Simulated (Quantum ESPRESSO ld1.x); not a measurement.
Results of a calculation; reference values are marked as such.
Problem. These are the eigenvalues of the occupied orbitals of an atom or ion with whole-number occupations (hartree). Code: ld1.x of Quantum ESPRESSO 7.5. Model: Dirac Kohn-Sham, BLYP, spin-unpolarised, spherical densities, point nucleus.

orbital  eigenvalue
1s1/2      -691.665
2s1/2      -97.2833
2p1/2      -89.3421
2p3/2      -85.8201
3s1/2      -16.7580
3p1/2      -13.7690
3p3/2      -13.1985
3d3/2      -7.91747
3d5/2      -7.81125
4s1/2      -2.78101
4p1/2      -1.95162
4p3/2      -1.87270
4d3/2      -0.70163

Which element is it, and in what charge state? The configuration may be excited. Open shells, if any, fill j = l - 1/2 first.

Solution. Z = 41, niobium, charge +2: Nb2+ in [Kr] 4d3. The list shows which subshells hold electrons but not how many an open one holds; the 1s level, -691.67 hartree, gives Z - s = 37.2 by -(Z - s)^2/2, which with screening and relativity narrows Z to a few neighbours, and the depths of the outer levels then fix element, charge and occupations together.
